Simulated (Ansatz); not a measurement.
Z-matrix (Å, degrees):
```
Al
O 1 1.959
C 1 1.944 2 37.4
H 1 1.577 2 113.1 3 -104.0
H 1 1.577 2 113.1 3 104.8
O 3 1.325 1 168.1 2 171.1
B 6 1.375 3 124.6 1 152.4
H 7 1.190 6 115.5 3 170.1
H 7 1.192 6 119.6 3 -12.8
```

Charge 0, multiplicity 1. The bonds changed during the relaxation, so this is another structure than the one it started from.

Q: List the CAM-B3LYP/def2-TZVPP orbital energies in eV (Ansatz). (An estimate is asked.)

A: Ansatz gave: Occupied: -1526.61, -524.61, -523.98, -282.79, -187.18, -114.62, -75.32, -75.24, -75.14, -33.44, -31.25, -20.57, -16.84, -16.65, -15.60, -14.52, -13.38, -12.66, -11.70, -11.17, -9.92, -9.57. Lowest empty: -0.71, 0.34, 0.42, 1.79, 2.38, 2.71, 2.79, 3.15.
